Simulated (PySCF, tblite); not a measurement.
Isomers of C6H15NP2, one GFN2-xTB conformer each. Single-point energies are computed at PBE0/pcSseg-1 (PySCF, gas phase, no added dispersion term), electronic only.

```csv
SMILES,GFN2-xTB relative energy (kcal/mol)
C=CP(N)CCP(C)C,18.7
CCP1(=N)CCPCC1,0.0
CC(C)C/P=P\N(C)C,0.8
```

Conformers: `[CH2:1]=[CH:2][P:3]([NH2:4])[CH2:5][CH2:6][P:7]([CH3:8])[CH3:9]` with C1–C2–P3–N4 -39°, C2–P3–N4–H 6° and 132°, C2–P3–C5–C6 171°, P3–C5–C6–P7 24°, C5–C6–P7–C8 173°; `[CH3:1][CH2:2][P:3]1(=[NH:4])[CH2:5][CH2:6][PH:7][CH2:8][CH2:9]1` with C1–C2–P3–N4 48°, C2–P3–C5–C6 61°, P3–C5–C6–P7 59°, C5–C6–P7–C8 -55°, C6–P7–C8–C9 56°; `[CH3:1][CH:2]([CH3:3])[CH2:4]/[P:5]=[P:6]\[N:7]([CH3:8])[CH3:9]` with C1–C2–C4–P5 65°, C2–C4–P5–P6 -144°, P5–P6–N7–C8 149°.

Problem. What does PBE0/pcSseg-1 give for the same structures?

Solution. 
```json
{"SMILES": "CCP1(=N)CCPCC1", "PBE0/pcSseg-1 E (Eh)": "-974.43990", "PBE0/pcSseg-1 (kcal/mol)": "0.0", "GFN2-xTB (kcal/mol)": "0.0", "point group": "C1"}
{"SMILES": "CC(C)C/P=P\\N(C)C", "PBE0/pcSseg-1 E (Eh)": "-974.42474", "PBE0/pcSseg-1 (kcal/mol)": "9.5", "GFN2-xTB (kcal/mol)": "0.8", "point group": "C1"}
{"SMILES": "C=CP(N)CCP(C)C", "PBE0/pcSseg-1 E (Eh)": "-974.41664", "PBE0/pcSseg-1 (kcal/mol)": "14.6", "GFN2-xTB (kcal/mol)": "18.7", "point group": "C1"}
```

Both levels put the same isomer lowest; measured from each level's own lowest isomer, the values differ by up to 8.7 kcal/mol (CC(C)C/P=P\N(C)C: 0.8 against 9.5). As drawn, the highest has a C=C bond outside aromatic rings, which the lowest lacks.

Problem. Which frontier levels, dipoles and rotational constants go with these structures?

Solution. 
```
          SMILES  HOMO (eV, PBE0/pcSseg-1)  LUMO (eV)  dipole (D)       A, B, C (MHz)
  CCP1(=N)CCPCC1                     -6.17       0.77        2.64  1824, 824.5, 773.7
CC(C)C/P=P\N(C)C                     -5.98      -2.12        3.08  1720, 650.2, 569.6
  C=CP(N)CCP(C)C                     -5.38      -0.10        0.52  2627, 630.0, 607.4
```

Problem. What happens when harmonic zero-point energies from GFN2-xTB frequencies are added?

Solution. 
| SMILES | ZPE (kcal/mol) | electronic (kcal/mol) | with ZPE (kcal/mol) |
| --- | --- | --- | --- |
| CCP1(=N)CCPCC1 | 124.6 | 0.0 | 0.0 |
| CC(C)C/P=P\N(C)C | 127.7 | 9.5 | 12.6 |
| C=CP(N)CCP(C)C | 123.2 | 14.6 | 13.2 |

The zero-point energies span 4.5 kcal/mol. The order is unchanged.
